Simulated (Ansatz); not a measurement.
**Question.** Name a neutral molecule of C, Cl, Ge, Si and H with HOMO energy (PBE0/def2-TZVPP) between -8.50 and -8.20 eV and HOMO–LUMO gap (PBE/def2-TZVPP) between 6.30 and 6.60 eV (Ansatz, PBE0-D4/def2-TZVP geometry).

**Answer.** `Cl[SiH](Cl)C[CH2][GeH3]` (-8.41 eV, 6.45 eV). Other molecules can fit too; these were computed, each in one conformer that needn't be the lowest.
